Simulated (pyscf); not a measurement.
`[SH][Si]([Cl])([Cl])[Cl]`, singlet

Gas-phase minimum from PySCF at ωB97X-D3(BJ)/def2-SVP, one conformer. 

SMILES: Cl[Si](S)(Cl)Cl
```xyz
6

S      1.0413     1.0885    -0.7827
Si     0.9905    -0.6594     0.3875
Cl     1.1571    -0.2488     2.3792
Cl    -0.7437    -1.7027     0.1284
Cl     2.5663    -1.7994    -0.2082
H     -0.0503     1.6168    -0.1921
```

Bonded distances (Å): S1–Si2 2.104, S1–H6 1.349, Si2–Cl3 2.040, Si2–Cl4 2.040, Si2–Cl5 2.034. Bond angles (°): Si2–S1–H6 93.6, S1–Si2–Cl3 111.9, S1–Si2–Cl4 112.0, S1–Si2–Cl5 106.5, Cl3–Si2–Cl4 107.2, Cl3–Si2–Cl5 109.6, Cl4–Si2–Cl5 109.6.

Properties at ωB97X-D3(BJ)/def2-SVP:

```yaml
harmonic_wavenumbers_unscaled: 107, 142, 196, 203, 215, 216, 422, 629, 632, 634, 783, 2752 cm⁻¹
zero_point_energy: 9.9 kcal/mol
rotational_symmetry_number: 1
Entropy of this conformer at 298 K and 1 atm, rigid rotor and harmonic oscillator, modes under 100 cm⁻¹ raised to 100: 365.4 J/(mol K)
dipole_moment: 1.26 D
```

Single-point totals, which compare only within one level (frozen core for MP2 and CC):

| level | total energy (hartree) |
|---|---|
| ωB97X-D3(BJ)/def2-TZVP | -2069.20373 |
| PBE/def2-TZVP | -2068.26225 |
| r²SCAN/def2-TZVP | -2069.00638 |
| B3LYP-D3(BJ)/def2-TZVP | -2069.23690 |
| PBE0-D3(BJ)/def2-TZVP | -2068.44333 |
| M06-2X/def2-TZVP | -2069.06485 |
| ωB97M-D3(BJ)/def2-TZVP | -2069.39094 |
| HF/def2-TZVPP | -2065.80299 |
| MP2/def2-TZVPP | -2066.65813 |
| CCSD/def2-TZVPP | -2066.72018 |
| CCSD(T)/def2-TZVPP | -2066.76244 |

Soft torsions are taken as harmonic, which can shift the entropy by several J/(mol K). The CCSD(T) − MP2 part came from Ansatz, without density fitting, on the same reference.
